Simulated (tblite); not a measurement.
Species: C4H13NSi2.
SMILES with atom numbers: `[CH2:1]=[CH:2][SiH2:3][CH2:4][SiH2:5][NH:6][CH3:7]` (hydrogens: H8, H9 on C1; H10 on C2; H11, H12 on Si3; H13, H14 on C4; H15, H16 on Si5; H17 on N6; H18, H19, H20 on C7)

Cartesian coordinates in Å at the GFN2-xTB level; atoms count from 1:
```xyz
20
C4H13NSi2 angstrom
C     -2.8635    1.2157   -1.5772
C     -2.7365    0.6830   -0.3729
Si    -2.1132   -1.0593   -0.0292
C     -0.4101   -0.9600    0.7970
Si     0.8904   -0.0532   -0.2398
N      2.3766   -0.2287    0.6074
C      3.6122    0.3459    0.1376
H     -2.6248    0.6565   -2.4675
H     -3.2105    2.2259   -1.7384
H     -2.9948    1.2954    0.4840
H     -3.0658   -1.7254    0.8760
H     -2.0252   -1.8170   -1.2818
H     -0.0640   -1.9698    1.0111
H     -0.5160   -0.4643    1.7617
H      0.4645    1.3428   -0.4550
H      1.1065   -0.6776   -1.5493
H      2.3497   -0.2748    1.6150
H      3.6349    0.2805   -0.9474
H      4.4643   -0.2055    0.5400
H      3.7201    1.4006    0.4158
```

All values are computed: GFN2-xTB (tblite) harmonic vibrations without scaling, gas phase. Errors from tens to a few hundred cm⁻¹ against measured bands are possible. Modes of hydrogen on silicon can be 10 to 20 % off. One conformer, not necessarily the lowest.

Harmonic wavenumbers (cm⁻¹): 26.1, 27.7, 51.0, 88.9, 104.6, 137.7, 155.3, 212.5, 289.0, 294.7, 451.3, 475.3, 483.6, 501.6, 576.3, 592.9, 645.6, 694.6, 704.5, 738.2, 768.0, 785.7, 806.2, 824.2, 839.5, 917.3, 1005.3, 1020.9, 1029.0, 1063.7, 1110.3, 1134.5, 1161.7, 1278.2, 1363.3, 1422.8, 1424.1, 1459.7, 1494.1, 1505.3, 1673.9, 2145.3, 2172.3, 2222.2, 2234.0, 2902.0, 2972.0, 2976.3, 2993.5, 3018.6, 3034.4, 3065.7, 3098.5, 3443.9.

A = 3598, B = 723.5, C = 636.7 MHz; mass 131.059 u (most abundant isotopes); point group C1, symmetry number 1.

Problem. Zero-point energy?

Solution. Half the sum of the wavenumbers: 33809 cm⁻¹ = 96.66 kcal/mol.

Problem. Give the ideal-gas entropy at 500 K and 1 bar in the rigid-rotor, harmonic-oscillator model (classical rotation).

Solution. Translation 43.12, rotation 31.19, vibration 64.54: S = 138.9 cal/(mol K).

Problem. And Cp and H(500 K) − H(0)?

Solution. Cp = 62.63 cal/(mol K), of which vibrations give 54.68 (their classical limit is 54 R = 107.3); H(500 K) − H(0) = 19.06 kcal/mol without the zero-point energy, 15.08 from vibrations.

Problem. Which modes carry the vibrational entropy at 500 K?

Solution. 26.1 cm⁻¹: 7.13; 27.7 cm⁻¹: 7.01; 51.0 cm⁻¹: 5.80; 88.9 cm⁻¹: 4.70; 104.6 cm⁻¹: 4.38; 137.7 cm⁻¹: 3.84 cal/(mol K); the other 48 give 31.67 together.

Problem. What must be added to the electronic energy to get the Gibbs energy at 500 K and 1 bar?

Solution. ZPE + [H(500 K) − H(0)] − T·S = 96.66 + 19.06 − 69.43 = 46.29 kcal/mol.

Problem. Blend soft modes into free rotors: weight 1/[1 + (100 cm⁻¹/ν̃)⁴] for the oscillator and the rest for a rotor with moment μB/(μ + B), μ = h/(8π²ν), B = 10⁻⁴⁴ kg m². What vibrational entropy results?

Solution. 56.60 cal/(mol K) in place of 64.54, which changes −T·S at 500 K by +3.97 kcal/mol.

Hindered rotation and anharmonicity are outside this model. Other conformers, if any are populated, would add a mixing term that is left out. The structure is chiral; the term R ln 2 for an equal mix with its mirror image is left out.
